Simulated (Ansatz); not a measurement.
Input file for Ansatz (a program for electronic structure): R-CCSD(T)/aug-cc-pVTZ on CH4O2 (a complex), monomers drawn apart or pushed together.

Ansatz 0.2 input:
```yaml
crystal:
  periodic: [false, false, false]
  atoms:
    - {symbol: O, position_ang: [0.27470414, -0.11455422, 0.53960396]}
    - {symbol: H, position_ang: [-0.46269598, -0.44100008, 1.07826482]}
    - {symbol: H, position_ang: [-0.04261553, -0.11150345, -0.36776118]}
    - {symbol: C, position_ang: [-0.27837945, -0.30801185, 3.40212361]}
    - {symbol: O, position_ang: [-1.15731467, -0.73210942, 2.69672898]}
    - {symbol: H, position_ang: [0.64181793, 0.12947026, 2.97955095]}
    - {symbol: H, position_ang: [-0.36088969, -0.34117296, 4.50320723]}
basis:
  gaussian:
    orbitals: aug-cc-pVTZ
magnetization: {spin_polarized: false}
correlation: {method: ccsd_t, electrons: outside_noble_gas}
scf: {lower_state_search: off}
```

It printed:

```
WARN ansatz: RAYON_NUM_THREADS=2 ignored (pool sized by the plan → 2); use --threads N
Functional definition: HF
these checks for a lower state are left out or cut short: stability, starts, cluster_reference, orbital_swaps, neighbouring_geometries, increment
integrals: 1.25 GiB planned
1336 factors; integrals over basis functions are off by at most 1.2e-3 eV
mean field: 0.65 GiB planned
mean field evaluation 1: about -5165.9924 eV, gradient 4.4e1 eV
mean field evaluation 2: about -5165.9925 eV, gradient 4.4e1 eV
mean field evaluation 4: about -5169.5180 eV, gradient 3.2e0 eV
mean field evaluation 8: about -5169.5536 eV, gradient 3.8e-1 eV
mean field -5169.55481367 eV, -189.9776353523 hartree, gradient 9.5e-7 eV, S^2 0.000000; 0 other end points of the search recorded, 0 dependent functions left out
3 core orbitals not correlated
reference -5169.55481367 eV, -189.9776353523 hartree; 10, 10 occupied and 217, 217 virtual orbitals, 1336 factors
second order -18.37720188 eV of doubles, -0.00000000 eV of singles
coupled cluster: 4.11 GiB planned
cycle   1  -18.17910989 eV  change    2.0e-1 eV  update   9.7e-2
cycle   2  -18.62716831 eV  change   -4.5e-1 eV  update   3.0e-2
cycle   3  -18.74923806 eV  change   -1.2e-1 eV  update   1.6e-2
cycle   4  -18.73303677 eV  change    1.6e-2 eV  update   4.0e-3
cycle   5  -18.73220764 eV  change    8.3e-4 eV  update   1.8e-3
cycle   6  -18.73342212 eV  change   -1.2e-3 eV  update   5.7e-4
cycle   7  -18.73316157 eV  change    2.6e-4 eV  update   2.1e-4
cycle   8  -18.73307574 eV  change    8.6e-5 eV  update   6.7e-5
cycle   9  -18.73310419 eV  change   -2.8e-5 eV  update   2.4e-5
cycle  10  -18.73311000 eV  change   -5.8e-6 eV  update   8.0e-6
perturbative correction -0.72853124 eV, -0.0267730293 hartree
Total energy: -5189.01645492 eV, -190.6928374765 hartree
Checks for a lower state left out: stability, starts, cluster_reference, orbital_swaps, neighbouring_geometries, increment
```

The calculation finished and met its thresholds.

Cost: around 3 core-minutes (rough).
